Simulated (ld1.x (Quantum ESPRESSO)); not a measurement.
# What one change does to a pseudopotential (Bi (Z = 83), TM)

Bi, norm-conserving Troullier–Martins (Kleinman–Bylander form), made with ld1.x (Quantum ESPRESSO) 7.5 (PBE, fully relativistic). Core [Xe] 4f14 5d10, reference 6s2 6p3. Waves: 6p (bound): rc 2.45 bohr; 6s (bound): rc 2.05 bohr. Local part: the s channel. Core correction: Bessel-smoothed model core inside 1.90 bohr.

Open shells are filled in proportion to 2j + 1 (rel_dist='average').

Change: scalar-relativistic.

Cutoffs: the cutoffs (Ry, on a coarse ladder) from which the occupation-weighted sum of valence levels, in a spherical-Bessel basis at the reference potential, stays within 10 and 1 mRy of its value at 400 Ry; they do not see the model core or the augmentation charge, which bear on the density cutoff. Errors are all-electron minus pseudo energies relative to the spin-unpolarised reference configuration.

**Question.** How do hardness, ghosts and transferability respond?

**Answer.** The potential gets neither clearly harder nor softer (25 Ry and 45 Ry → 25 Ry and 40 Ry); the s channel sets the loose cutoff, while the largest relative change is in p, which becomes softer; of the 7 tests that both files solve, the error grows in 2 and shrinks in 0 by more than 15 % and 0.3 meV (median size 59.9 → 65.0 meV); neither file shows a bound ghost.

| quantity | base | changed |
| --- | --- | --- |
| cutoff, loose | 25 Ry | 25 Ry |
| cutoff, tight | 45 Ry | 40 Ry |
| loose cutoff by channel (10 mRy a level) | p 10 Ry, s 21 Ry | p 8 Ry, s 21 Ry |
| bound ghosts | none | none |
| error for 6s2 6p2, meV [ΔE 8.06 → 7.91 eV] | -9.4 | -12 |
| error for 6s2 6p1, meV [ΔE 23.48 → 23.16 eV] | -71 | -76 |
| error for 6s2 6p0, meV [ΔE 47.05 → 46.50 eV] | -256 | -261 |
| error for 6s2 6p3.3, meV [ΔE -1.14 → -1.09 eV] | -0.1 | +0.3 |
| error for 6s0 6p5, meV [ΔE 20.04 → 20.50 eV] | -116 | -129 |
| error for 6s2 6p2.5, meV [ΔE 3.17 → 3.10 eV] | -1.6 | -2.9 |
| error for 6s1 6p3, meV [ΔE 18.65 → 18.73 eV] | -60 | -65 |
| s: phases at 2.65 bohr within 0.05 rad from the reference energy up to (Ry; the scan ends near 5) | 2.3 | 2.2 |
